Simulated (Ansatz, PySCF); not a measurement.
Molecule: C₃H₆S (charge 0, singlet). SMILES: C1CSC1
Geometry from a B3LYP-D3(BJ)/def2-TZVP (Ansatz, an electronic-structure program) optimisation:
```
C
H 1 1.0897
H 1 1.0913 2 108.40
C 1 1.5398 2 110.51 3 127.23
H 4 1.0876 1 116.43 2 -20.36
H 4 1.0895 5 109.53 1 130.61
C 1 1.5398 2 110.51 3 -127.23
H 7 1.0876 1 116.43 2 20.36
H 7 1.0895 8 109.53 1 -130.61
S 4 1.8489 5 114.13 6 125.09
```

Unscaled harmonic wavenumbers (cm⁻¹) in rising order, each level at the stationary point that it reaches from this structure (no distance between atoms moves by over 0.3 Å); the order of modes can differ between levels, and a negative number is imaginary. B3LYP-D3(BJ)/def2-TZVP (PySCF, at the structure above): 144, 533, 674, 706, 829, 853, 944, 984, 988, 1035, 1193, 1206, 1254, 1259, 1315, 1487, 1488, 1512, 3050, 3063, 3064, 3094, 3120, 3125.

HF/3-21G (Ansatz): 109, 577, 664, 746, 849, 881, 959, 1016, 1033, 1143, 1309, 1325, 1372, 1385, 1451, 1624, 1628, 1655, 3249, 3288, 3289, 3299, 3358, 3362. Zero-point energy 56.6 against 52.8 kcal/mol; where all levels lie over 400 cm⁻¹, the wavenumbers are on average 1.069 times those of B3LYP-D3(BJ)/def2-TZVP.

B3LYP/6-31G* (Ansatz): 136, 534, 676, 711, 839, 853, 950, 996, 999, 1048, 1212, 1217, 1270, 1277, 1330, 1513, 1516, 1541, 3066, 3084, 3086, 3113, 3143, 3147. Zero-point energy 53.3 against 52.8 kcal/mol; where all levels lie over 400 cm⁻¹, the wavenumbers are on average 1.010 times those of B3LYP-D3(BJ)/def2-TZVP.
